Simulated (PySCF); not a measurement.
**Spinor energies of Ba²⁰⁺ (barium, charge +20)**

Start: [Kr]. Calculated with PySCF 2.14 in an uncontracted even-tempered set (18 s from 1.3 bohr⁻², ratio 2.8; 14 p from 1.7 bohr⁻², ratio 2.8; 9 d from 2.9 bohr⁻², ratio 2.8; 4 f from 10 bohr⁻², ratio 3): generalised Hartree-Fock with the X2C-1e Hamiltonian and a Gaussian nucleus; spin-orbit coupling (SO) screened by Boettger's factors.

| spinor shell | electrons | ε, screened SO (eV) | weight of nominal j (screened SO) | rms radius, screened SO (bohr) |
| --- | --- | --- | --- | --- |
| 1s1/2 | 2 | -38164.7 | 1.000 | 0.0292 |
| 2s1/2 | 2 | -6594.4 | 1.000 | 0.119 |
| 2p1/2 | 2 | -6231.2 | 1.000 | 0.102 |
| 2p3/2 | 4 | -5845.7 | 1.000 | 0.108 |
| 3s1/2 | 2 | -1838.8 | 1.000 | 0.309 |
| 3p1/2 | 2 | -1686.5 | 1.000 | 0.300 |
| 3p3/2 | 4 | -1608.5 | 1.000 | 0.312 |
| 3d3/2 | 4 | -1343.9 | 1.000 | 0.283 |
| 3d5/2 | 6 | -1327.4 | 1.000 | 0.286 |
| 4s1/2 | 2 | -731.17 | 1.000 | 0.664 |
| 4p1/2 | 2 | -665.31 | 1.000 | 0.681 |
| 4p3/2 | 4 | -644.97 | 1.000 | 0.704 |

```csv
quantity,screened SO
E (hartree),-7968.78974
M_J,0
⟨J²⟩,0.000
⟨L²⟩,0.024
⟨S²⟩,0.024
```

Breit and QED terms are absent; they matter most for the inner s and p1/2 levels.

Densities and radii are taken from the X2C orbitals without a picture-change correction, which distorts them close to the nucleus.
